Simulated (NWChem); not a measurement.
# C₂H₄AlBr; SMILES C=[CH][AlH][Br]

```xyz
8

Al    -0.5788    -0.6491    -0.0009
H     -2.1537    -0.7823    -0.0004
Br     0.3152     1.4501    -0.0017
C      0.5799    -2.1999    -0.0006
C      0.0389    -3.4317     0.0016
H      1.6690    -2.1306    -0.0018
H      0.6400    -4.3423     0.0021
H     -1.0394    -3.5944     0.0029
```
Atoms are numbered in this order, from 1.

All runs: NWChem. The geometry was optimised at B3LYP/6-31G* (spherical d). Static field.

Problem. What does the run give for B3LYP/def2-SVPD? Quantities: isotropic polarisability (bohr³); anisotropy (bohr³).

Solution. 
```
Quantity                          Value
--------------------------------  -----
isotropic polarisability (bohr³)   75.4
anisotropy (bohr³)                 42.0
```
